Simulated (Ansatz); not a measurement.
C2H7FSSi can be A, `CC(S)[SiH2]F`, or B, `CC(F)S[SiH3]`.

Gas-phase electronic energies from Ansatz, PBE0-D4/def2-TZVP geometries. CBS: MP2 limit from def2 TZ/QZ plus the TZ coupled-cluster correction, frozen cores. DFT in def2-TZVPP. B3LYP here is the variant with VWN-RPA as its local correlation; programs differ in this. Each species was taken in one conformer, which may not be the lowest.

Which is lower in electronic energy at CCSD(T)/CBS, and by how much? (Best estimate.)

The calculation gave: A, by 36.8 kcal/mol.

Give E(B) − E(A) in kcal/mol with CCSD(T)/def2-TZVPP, MP2/def2-TZVPP, B3LYP-D4, ωB97M-V, HF/def2-TZVPP, r2SCAN-D4, B2PLYP. (Best estimate.)

The calculation gave: CCSD(T)/def2-TZVPP 36.3, MP2/def2-TZVPP 38.6, B3LYP-D4 34.3, ωB97M-V 35.2, HF/def2-TZVPP 35.1, r2SCAN-D4 33.9, B2PLYP 35.7. None reverses the order clearly.

Largest T1 diagnostic: 0.011.

In def2-TZVPP, CCSD(T) changes the Hartree–Fock value by +1.2 kcal/mol (the triples alone add −0.4 kcal/mol) and MP2 by +3.5 kcal/mol. From PBE to PBE0 (25 % exact exchange), in def2-TZVPP and without D4, E(B) − E(A) moves by +1.4 kcal/mol.
